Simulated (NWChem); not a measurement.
Molecule: CH6SeSi; SMILES C[Se][SiH3]

```xyz
9

Se    -0.4766     0.5389     0.0051
C      1.3197     1.3182     0.0018
H      1.1850     2.4078     0.0137
H      1.8667     1.0326    -0.9062
H      1.8780     1.0147     0.8970
Si     0.1603    -1.6467    -0.0086
H      0.9763    -1.9864     1.1978
H      0.9700    -1.9729    -1.2229
H     -1.0995    -2.4452    -0.0097
```
Atoms are numbered in this order, from 1.

All runs use the structure optimised with PBE0/def2-SVP.

Spin-orbit effects, on the heavy nuclei and on their neighbours, are missing.

Give the principal values of the shielding tensors (ppm) of Se1, C2, Si6 from PBE/pcSseg-1, GIAO (NWChem), with their diamagnetic and paramagnetic parts as GIAO splits them.


```tsv
atom	σ11	σ22	σ33	isotropic	diamagnetic	paramagnetic
Se1	1751.3	1809.5	2518.9	2026.6	2999.6	-973.0
C2	158.6	159.9	187.5	168.7	249.5	-80.8
Si6	326.8	375.3	458.4	386.8	880.7	-493.9
```
